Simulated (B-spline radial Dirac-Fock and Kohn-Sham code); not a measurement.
X-ray lines that fill the 3d5/2 vacancy in Sn

System: the Sn atom in the configuration [Kr] 4d10 5s2 5p2.

Level of theory: independent-particle rates on relativistic LDA orbitals of the hole state (multipoles up to L = 3, Coulomb Auger matrix elements, transition energies from Dirac-Fock); a radial B-spline solver.

```
 line  multipole  energy (eV)  width (meV)  share (%)
M5-N3         E1        390.5        0.130       97.0
M5-N5         E2        461.9     7.66e-05     0.0572
M5-O3         E1        486.9      0.00385       2.88
```

The listed lines hold 100.0 % of the radiative rate. The radiative width is 0.000134 eV in the length form and 0.000144 eV in the velocity form; the two differ because the transition energies are not eigenvalue differences of the potential that gave the orbitals.

Values without a named source are computed, but for edge energies of neutral atoms, which are taken from tables.
